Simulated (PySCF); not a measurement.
Electron correlation in Cr²⁺ (chromium, charge +2)

[Ar] 3d3 4s1, high-spin 5F determinant (an excited configuration). All numbers are calculated (PySCF 2.14, scalar relativity by spin-free X2C-1e, in x2c-TZVPPall (6s5p4d2f1g, 64 functions)). Frozen: [Ne]; 12 electrons correlated.

| level | correlation energy (mhartree) |
| --- | --- |
| CCSD | -324.47 |
| (T) | -6.05 |
| CCSD(T) | -330.52 |

Diagnostics: T1 = 0.0061, D1 = 0.0204, largest double amplitude 0.033.

**Question.** Is a single reference adequate?

**Answer.** Yes: T1 lies below 0.03 and no double amplitude reaches 0.07.

This basis was not built for core-valence correlation, so the inner-shell part is incomplete.
